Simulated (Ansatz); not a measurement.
SiCl2(SiMe3)2 (C6H18Cl2Si3). Total charge 0; triplet. Geometry PBE0-D4/def2-SVP, that of the neutral singlet; atoms count from 1.

```
atom   x (Å)   y (Å)   z (Å)
 Si1   0.028   1.135  -0.018
 Cl2   1.640   2.335   0.612
 Cl3  -1.508   2.415  -0.678
 Si4  -0.790   0.091   1.914
  C5  -1.166   1.469   3.137
  C6  -2.349  -0.858   1.450
  C7   0.550  -1.060   2.569
  H8  -1.555   1.068   4.087
  H9  -1.915   2.158   2.717
 H10  -0.255   2.049   3.350
 H11  -3.080  -0.184   0.977
 H12  -2.130  -1.673   0.742
 H13  -2.821  -1.302   2.342
 H14   0.763  -1.874   1.859
 H15   1.485  -0.503   2.740
 H16   0.245  -1.516   3.525
Si17   0.789  -0.009  -1.916
 C18  -0.632  -1.044  -2.591
 C19   1.317   1.313  -3.145
 C20   2.246  -1.086  -1.402
 H21  -0.346  -1.540  -3.533
 H22  -1.508  -0.408  -2.793
 H23  -0.936  -1.825  -1.877
 H24   0.466   1.966  -3.393
 H25   2.110   1.942  -2.712
 H26   1.696   0.864  -4.077
 H27   3.023  -0.474  -0.917
 H28   1.937  -1.869  -0.691
 H29   2.698  -1.582  -2.277
```

At PBE0-D4/def2-SVP a singlet of charge 0 lies 4.77 eV below the triplet at the same geometry.

(1) Estimate the Mulliken populations from the PBE0/def2-SVP orbitals of Ansatz.

(2) Where does the spin sit?

(3) And the Mayer bond orders between bonded heavy atoms (over 0.3)?

Answers

(1) 
```csv
atom,charge (e),spin (α − β)
Si1,0.21,0.79
Cl2,-0.24,0.13
Cl3,-0.24,0.12
Si4,0.30,0.40
C5,-0.27,0.03
C6,-0.29,-0.01
C7,-0.29,-0.01
H8,0.07,0.03
H9,0.08,0.00
H10,0.08,0.00
H11,0.08,0.00
H12,0.07,0.01
H13,0.08,0.01
H14,0.07,0.01
H15,0.08,0.00
H16,0.08,0.01
Si17,0.30,0.40
C18,-0.29,-0.01
C19,-0.27,0.03
C20,-0.29,-0.01
H21,0.07,0.02
H22,0.08,0.00
H23,0.07,0.01
H24,0.08,0.00
H25,0.08,0.00
H26,0.07,0.03
H27,0.08,0.00
H28,0.07,0.01
H29,0.08,0.01
```
Mulliken values and Mayer orders depend strongly on the basis.

(2) Summed by element: Si 1.59, Cl 0.24, C 0.03, H 0.14, of 2 unpaired in all. Largest on single atoms: Si1 0.79, Si4 0.40, Si17 0.40.

(3) Si1–Cl2 0.97 (2.11 Å); Si1–Cl3 0.98 (2.11 Å); Si1–Si4 0.89 (2.34 Å); Si1–Si17 0.89 (2.34 Å); Si4–C5 0.95 (1.88 Å); Si4–C6 1.00 (1.88 Å); Si4–C7 1.00 (1.88 Å); Si17–C18 1.00 (1.88 Å); Si17–C19 0.95 (1.88 Å); Si17–C20 1.00 (1.88 Å).
